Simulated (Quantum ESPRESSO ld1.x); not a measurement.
Results of a calculation; reference values are marked as such.
Spin polarisation of the 5d9 shell in Pt. Start: [Xe] 4f14 5d(up 4.5, down 4.5) 6s(up 0.5, down 0.5); electrons of 5d are moved from spin down to spin up, other shells keep equal spins. Code: ld1.x of Quantum ESPRESSO 7.5. Model: scalar-relativistic Kohn-Sham, LDA (Slater exchange, Perdew-Zunger correlation), spin-polarised, spherical densities, point nucleus.

moment (Bohr magnetons),E - E(0) (eV),e(5d up) (eV),e(5d down) (eV),6s down minus up (eV),5p down minus up (eV)
0,0.000,-6.377,-6.377,0.000,0.000
0.25,-0.008,-6.438,-6.315,0.062,0.122
0.5,-0.031,-6.498,-6.251,0.124,0.243
0.75,-0.069,-6.556,-6.186,0.186,0.365
1,-0.123,-6.613,-6.120,0.248,0.487

At moment 1 the spin-polarisation energy is -0.123 eV and the 5d exchange splitting 0.493 eV, that is 0.493 eV per Bohr magneton; E = -I m^2/4 would give I = 0.492 eV.
